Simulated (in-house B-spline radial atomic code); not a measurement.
# Ionising the scandium ion Sc⁴⁺ with different functionals

Computed with a radial B-spline atomic code at the basis-set limit: four-component Dirac-Coulomb Hamiltonian, Fermi nucleus of rms radius 3.5459 fm, spin-restricted, spherical fractional occupations for the functionals. The ionisation energy is the difference of two self-consistent energies, [Ne] 3s2 3p5 → [Ne] 3s2 3p4, without Breit or QED terms; ε is the level of the shell that loses the electron (mean over j). The electron is taken from both j subshells in proportion to 2j + 1, so the result is a j average, not the step between ground levels.

Hybrids are left out here: with spherical fractional occupations of an open shell their exact exchange keeps a self-interaction that integer-occupation calculations don't have.

```json
{"method": "LDA VWN5", "rung": "LDA", "ΔSCF (eV)": "93.24", "-ε(3p) (eV)": "83.41"}
{"method": "relativistic LDA", "rung": "LDA", "ΔSCF (eV)": "93.22", "-ε(3p) (eV)": "83.39"}
{"method": "LDA PW92", "rung": "LDA", "ΔSCF (eV)": "93.23", "-ε(3p) (eV)": "83.40"}
{"method": "LDA exchange-only", "rung": "LDA", "ΔSCF (eV)": "91.42", "-ε(3p) (eV)": "81.61"}
{"method": "PBE", "rung": "GGA", "ΔSCF (eV)": "93.21", "-ε(3p) (eV)": "83.38"}
{"method": "PBEsol", "rung": "GGA", "ΔSCF (eV)": "93.11", "-ε(3p) (eV)": "83.28"}
{"method": "BLYP", "rung": "GGA", "ΔSCF (eV)": "93.06", "-ε(3p) (eV)": "83.22"}
{"method": "RPBE", "rung": "GGA", "ΔSCF (eV)": "93.20", "-ε(3p) (eV)": "83.37"}
{"method": "PW91", "rung": "GGA", "ΔSCF (eV)": "93.32", "-ε(3p) (eV)": "83.48"}
{"method": "BP86", "rung": "GGA", "ΔSCF (eV)": "93.29", "-ε(3p) (eV)": "83.46"}
{"method": "AM05", "rung": "GGA", "ΔSCF (eV)": "93.09", "-ε(3p) (eV)": "83.26"}
{"method": "OLYP", "rung": "GGA", "ΔSCF (eV)": "93.47", "-ε(3p) (eV)": "83.63"}
```

How do they compare with the NIST value?

NIST lists 91.95 eV ± 0.03 (semi-empirical, ground level to ground level). Errors run from -0.53 to +1.52 eV. The correlated functionals all miss on the same side by more than they spread, so the cause is common to them (Breit-QED terms, spin polarisation, the choice among j levels, multiplet and fine-structure energies, or a listed next ion that isn't the cheapest removal here) and closeness doesn't rank the functionals.
